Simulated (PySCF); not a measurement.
MoBr3, SMILES [Br][Mo]([Br])[Br] (connectivity only; charge and spin as stated), neutral, multiplicity 4.

Coordinates come from a B3LYP-D3(BJ)/def2-SVP optimisation. The spin state was assumed, not searched. The def2 effective core potentials stand for the cores of Mo; spin–orbit coupling is left out.

All values below come from TDA-B3LYP/def2-SVPD (PySCF).

Vertical excitations; the highest root listed may be one member of a degenerate set. The molecule is in vacuum.

```
state    energy (eV)  λ (nm)      f                                       main pairs
-------  -----------  ------  -----  -----------------------------------------------
root 1          1.01    1222  0.000           α HOMO→LUMO 49 %, α HOMO−1→LUMO+1 49 %
root 2          1.02    1219  0.000           α HOMO−1→LUMO 49 %, α HOMO→LUMO+1 49 %
root 3          1.29     959  0.000    α HOMO−1→LUMO+1, α HOMO→LUMO (degenerate set)
root 4          1.29     959  0.000    α HOMO→LUMO+1, α HOMO−1→LUMO (degenerate set)
root 5          1.57     789  0.002                 α HOMO−2→LUMO+1 (degenerate set)
root 6          1.57     789  0.002                   α HOMO−2→LUMO (degenerate set)
root 7          3.47     357  0.013  α HOMO−3→LUMO+1, β HOMO→LUMO+2 (degenerate set)
root 8          3.47     357  0.013    α HOMO−3→LUMO, β HOMO→LUMO+1 (degenerate set)
root 9          3.88     320  0.000                   α HOMO−4→LUMO (degenerate set)
root 10         3.88     320  0.000                 α HOMO−4→LUMO+1 (degenerate set)
```
Unrestricted roots are not spin-pure.
